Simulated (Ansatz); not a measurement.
Stepwise reaction of `C[Si](C)(F)Cl` with ammonia, as a gas-phase model of exchange steps in deposition or etching. ΔE in kJ/mol; ΔG adds harmonic PBE0-D4 terms to CCSD(T)/CBS, at 1 bar.

Calculated with Ansatz (gas phase, PBE0-D4/def2-TZVP geometries, no zero-point term in ΔE). CCSD(T)/CBS adds triple-zeta CCSD(T) − MP2 to the extrapolated MP2 energy (def2 sets, frozen cores). This one scheme is used for every species. DFT in def2-TZVPP. B3LYP here is the variant with VWN-RPA as its local correlation; programs differ in this. One conformer a species, not always the lowest.

```tsv
step	reaction	PBE-D4	B3LYP-D4	ωB97M-V	CCSD(T)/CBS	ΔG(600 K)
1	`C[Si](C)(F)Cl` + NH₃ → `C[Si](N)(F)Cl` + CH₄	-59.5	-67.6	-65.6	-64.5	-60.5
2	`C[Si](N)(F)Cl` + NH₃ → `N[Si](N)(F)Cl` + CH₄	-64.7	-72.9	-70.4	-70.3	-59.9
```

(1) By hand: ΔE of the 2 steps together at CCSD(T)/CBS.

## Answers

(1) (-64.5) + (-70.3) = -134.8 kJ/mol, or -67.4 kJ/mol a step.

In ΔE each step is lower than the one before. All are downhill at CCSD(T)/CBS. ΔG lies between -60.5 and -59.9 kJ/mol a step. PBE-D4 differs from CCSD(T)/CBS by 5.0 to 5.6 kJ/mol a step. Only this route is followed, and other bonds may react first. Isolated molecules leave out the surface, adducts and barriers. Largest T1 diagnostic: 0.010.
